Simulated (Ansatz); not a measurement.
Reaction (dimerisation): 2 `[F][AlH][F]` → `[F][Al@H-]1[F+][Al@@H-]([F])[F+]1`

Isolated molecules relaxed with PBE0-D4/def2-TZVP in Ansatz; ΔE leaves out vibrations. CCSD(T)/CBS adds triple-zeta CCSD(T) − MP2 to the extrapolated MP2 energy (def2 sets, frozen cores). This one scheme is used for every species. Functionals use def2-TZVPP. B3LYP here is the variant with VWN-RPA as its local correlation; programs differ in this. HSE06 is defined as in plane-wave codes.

`[F][AlH][F]`:

Cartesian coordinates in Å:
```
F 1.361 -0.439 0.767
Al -0.023 0.017 0.016
F -0.216 -0.400 -1.557
H -1.121 0.822 0.775
```

`[F][Al@H-]1[F+][Al@@H-]([F])[F+]1`:

```xyz
8

F    -0.384   -1.042   -2.279
Al   -0.356    0.279   -1.311
F    -1.131   -0.133    0.278
Al    0.349   -0.212    1.325
F     0.674   -1.780    1.675
F     1.122    0.214   -0.260
H    -0.692    1.724   -1.785
H     0.417    0.951    2.358
```

CCSD(T)/CBS gives -197.9 kJ/mol.

Question: Another level gave -184.3 kJ/mol. Which?
A. B3LYP/def2-TZVPP
B. HSE06/def2-TZVPP
C. ωB97X-V/def2-TZVPP
D. r2SCAN-D4/def2-TZVPP

Answer: B. HSE06 -184.3, ωB97X-V -192.7, B3LYP -171.1, r2SCAN-D4 -200.9 kJ/mol.

Largest T1 diagnostic among the species: 0.013.

At CCSD(T), def2-SVP lies −37.0 kJ/mol from the extrapolated value and def2-TZVPP +4.4 kJ/mol. From BLYP to BHLYP (50 % exact exchange), in def2-TZVPP and without D4, ΔE moves by −36.5 kJ/mol.
